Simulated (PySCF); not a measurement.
AlHClBr, SMILES [Br][AlH][Cl]. Geometry optimised at PBE0-D3(BJ)/def2-TZVP.

Question: Give the equilibrium geometry at PBE0-D3(BJ)/def2-TZVP (PySCF confirms it by a frequency run) as bond lengths and angles, and its point group. (Estimate from the structure and the level; the computed values follow.)

Answer: point group Cs.
Atoms: Al1 H2 Cl3 Br4. Bond lengths (Å): Al1–H2 1.564, Al1–Cl3 2.083, Al1–Br4 2.240. Bond angles (°): H2–Al1–Cl3 120.7, H2–Al1–Br4 121.0, Cl3–Al1–Br4 118.3.
Charge 0, spin multiplicity 1.
